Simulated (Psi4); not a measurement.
Pair of molecules, SMILES C=O with SMILES CC#N, pulled apart as rigid monomers along the line of their centres of mass from the B3LYP-D3(BJ)/def2-TZVP minimum (SMILES order as in the coordinates).
Starting geometry (charge 0, multiplicity 1):
```
atom    x (Å)    y (Å)   z (Å)
----  -------  -------  ------
C     -0.4693  -0.4553  0.1650
O      0.6649  -0.0557  0.1357
H     -0.7102  -1.5294  0.2560
H     -1.3338   0.2294  0.1021
C      1.2174   0.4143  3.3528
C     -0.1474  -0.0736  3.2675
N     -1.2242  -0.4622  3.1573
H      1.2377   1.4018  3.8140
H      1.8260  -0.2675  3.9469
H      1.6310   0.4796  2.3449
```

The numbers are results of SAPT0/jun-cc-pV(D+d)Z run with Psi4, not measurements.

```csv
O2···H10 (Å),electrostatics (kJ/mol),exchange (kJ/mol),induction (kJ/mol),dispersion (kJ/mol),total
2.25,-40.7,49.8,-10.8,(withheld),-17.7
2.47,-26.9,22.0,-5.6,-10.1,-20.7
2.81,(withheld),6.3,-2.4,-5.3,-18.1
3.38,-9.8,0.8,-0.7,-2.0,-11.7
4.33,-5.2,0.0,-0.2,-0.5,-5.9
```

Task: Some entries are withheld; supply them.

Result: 
- 2.81, electrostatics (kJ/mol): -16.8
- 2.25, dispersion (kJ/mol): -16.1
